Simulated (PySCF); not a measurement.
F2H6Si3. Atoms are numbered in the order given.

```xyz
11

F      0.0000     1.3058    -1.3669
Si     0.0000     0.0000    -0.3916
F      0.0000    -1.3058    -1.3669
Si     1.9833     0.0000     0.8366
Si    -1.9833     0.0000     0.8366
H      2.0124    -1.2147     1.7026
H      2.0124     1.2147     1.7026
H      3.1633     0.0000    -0.0736
H     -3.1633     0.0000    -0.0736
H     -2.0124    -1.2147     1.7026
H     -2.0124     1.2147     1.7026
```

The structure is a stationary point at ωB97X-D3(BJ)/def2-SVP.

The numbers are results of TDA-PBE/def2-SVPD (PySCF 2.14.0), not measurements.

Vertical excitations.  State labels are in the subgroup C2v.

| state | symmetry | energy (eV) | λ (nm) | f | main pairs |
|---|---|---|---|---|---|
| S1 | B1 | 5.51 | 225 | 0.083 | HOMO→LUMO 95 % |
| S2 | A2 | 5.52 | 225 | 0.000 | HOMO→LUMO+1 98 % |
| S3 | B1 | 6.44 | 192 | 0.032 | HOMO→LUMO+3 95 % |
| S4 | B1 | 6.70 | 185 | 0.354 | HOMO→LUMO+2 82 % |
| S5 | B2 | 6.91 | 179 | 0.000 | HOMO→LUMO+4 85 %, HOMO−1→LUMO+1 13 % |
| S6 | A1 | 7.03 | 176 | 0.009 | HOMO→LUMO+5 80 %, HOMO−1→LUMO 16 % |
| S7 | A2 | 7.08 | 175 | 0.000 | HOMO−2→LUMO 83 %, HOMO−3→LUMO+1 15 % |
| S8 | B2 | 7.18 | 173 | 0.000 | HOMO−4→LUMO 85 % |
| S9 | A1 | 7.22 | 172 | 0.001 | HOMO−1→LUMO 71 %, HOMO→LUMO+6 11 % |
| S10 | A2 | 7.29 | 170 | 0.000 | HOMO−3→LUMO+1 78 %, HOMO−2→LUMO 12 % |
| T1 | B1 | 4.72 | 263 | 0 | HOMO→LUMO 99 % |
| T2 | A2 | 4.90 | 253 | 0 | HOMO→LUMO+1 99 % |
| T3 | B1 | 6.01 | 206 | 0 | HOMO→LUMO+2 91 % |
| T4 | B1 | 6.25 | 199 | 0 | HOMO→LUMO+3 90 % |
Triplets are in the Tamm–Dancoff approximation.
